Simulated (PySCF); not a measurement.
Members of one series of related molecules.

All values: CAM-B3LYP/def2-SVPD (PySCF) at PBE0-D3(BJ)/def2-SVP geometries, gas phase, one conformer each. Core orbitals are frozen in the response; Δα² is half the sum of the squared differences of the principal polarisabilities. The calculation is non-relativistic, for germanium too.

**Question.** Rank by dipole moment, lowest first.
A. GeH2(nBu)2, `[H][Ge]([H])([CH2]CCC)[CH2]CCC`
B. Ge(OAc)2H2, `[H][Ge]([H])([O]C(C)=O)[O]C(C)=O`
C. GeH2(SiMe3)2, `[H][Ge]([H])([Si](C)(C)C)[Si](C)(C)C`
D. GeH2(OiPr)2, `[H][Ge]([H])([O]C(C)C)[O]C(C)C`

**Answer.** D (0.21 D), A (0.70 D), C (1.06 D), B (2.69 D).

**Question.** Rank by mean static polarisability, highest first.
A. `[H][Ge]([H])([NH]CC)[NH]CC` (GeH2(NHEt)2)
B. `[H][Ge]([H])([O]C(C)C)[O]C(C)C` (GeH2(OiPr)2)
C. `[H][Ge]([H])([O]C(C)=O)[O]C(C)=O` (Ge(OAc)2H2)
D. `[H][Ge]([H])([NH]C(C)(C)C)[NH]C(C)(C)C` (GeH2(NHtBu)2)
E. `[H][Ge]([H])([Si](C)(C)C)[Si](C)(C)C` (GeH2(SiMe3)2)
F. `[H][Ge]([H])([CH2]CCC)[CH2]CCC` (GeH2(nBu)2)

**Answer.** E (24.31 Å³), D (21.50 Å³), F (19.56 Å³), B (16.47 Å³), A (14.60 Å³), C (13.14 Å³).

All values together:

```json
{"SMILES": "[H][Ge]([H])([Si](C)(C)C)[Si](C)(C)C", "formula": "C6H20GeSi2", "μ (D)": "1.06", "HOMO (eV)": "-8.06", "LUMO (eV)": "0.95", "α (Å³)": "24.31", "Δα (Å³)": "5.78", "electrons": "116", "α per electron (Å³)": "0.210"}
{"SMILES": "[H][Ge]([H])([NH]C(C)(C)C)[NH]C(C)(C)C", "formula": "C8H22GeN2", "μ (D)": "0.06", "HOMO (eV)": "-7.86", "LUMO (eV)": "1.06", "α (Å³)": "21.50", "Δα (Å³)": "5.48", "electrons": "116", "α per electron (Å³)": "0.185"}
{"SMILES": "[H][Ge]([H])([NH]CC)[NH]CC", "formula": "C4H14GeN2", "μ (D)": "0.14", "HOMO (eV)": "-7.91", "LUMO (eV)": "1.29", "α (Å³)": "14.60", "Δα (Å³)": "4.98", "electrons": "84", "α per electron (Å³)": "0.174"}
{"SMILES": "[H][Ge]([H])([CH2]CCC)[CH2]CCC", "formula": "C8H20Ge", "μ (D)": "0.70", "HOMO (eV)": "-9.07", "LUMO (eV)": "1.14", "α (Å³)": "19.56", "Δα (Å³)": "6.83", "electrons": "100", "α per electron (Å³)": "0.196"}
{"SMILES": "[H][Ge]([H])([O]C(C)C)[O]C(C)C", "formula": "C6H16GeO2", "μ (D)": "0.21", "HOMO (eV)": "-9.29", "LUMO (eV)": "1.15", "α (Å³)": "16.47", "Δα (Å³)": "3.38", "electrons": "100", "α per electron (Å³)": "0.165"}
{"SMILES": "[H][Ge]([H])([O]C(C)=O)[O]C(C)=O", "formula": "C4H8GeO4", "μ (D)": "2.69", "HOMO (eV)": "-9.77", "LUMO (eV)": "0.71", "α (Å³)": "13.14", "Δα (Å³)": "5.62", "electrons": "96", "α per electron (Å³)": "0.137"}
```

Conformers: `[H][Ge]([H])([NH]C(C)(C)C)[NH]C(C)(C)C`; `[H][Ge]([H])([NH]CC)[NH]CC`; `[H][Ge]([H])([CH2]CCC)[CH2]CCC`; `[H][Ge]([H])([O]C(C)C)[O]C(C)C`; `[H][Ge]([H])([O]C(C)=O)[O]C(C)=O`.

**Question.** How closely does the mean polarisability follow the number of electrons in this set?

**Answer.** The correlation coefficient is 0.86; α per electron runs from 0.137 to 0.210 Å³.
